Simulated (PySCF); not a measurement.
**Excitation energy of W⁺ by level of theory**

W⁺ [Xe] 4f14 5d4 6s1 (6D) → W⁺ [Xe] 4f14 5d4 6p1 (high-spin determinant), as a difference of total energies. All numbers are calculated (PySCF 2.14, a scalar-relativistic core potential, in aug-cc-pwCVDZ-PP with ECP60MDF (6s6p5d3f, 70 functions)). Correlated levels: valence: 5s2 5p6 frozen. The calculations carry no spin-orbit coupling.

```tsv
method	excitation energy (eV)
UHF	5.236
MP2 (valence)	5.384
SCS-MP2 (valence)	5.286
CCSD (valence)	5.340
CCSD(T) (valence)	5.325
```

Q: How much does correlation contribute at CCSD(T) (valence)?

A: 5.325 − (5.236) = 0.089 eV, measured against UHF.

The determinant of the upper state mixes LS terms, which raises its energy above the lowest term, most at the Hartree-Fock and MP2 levels.
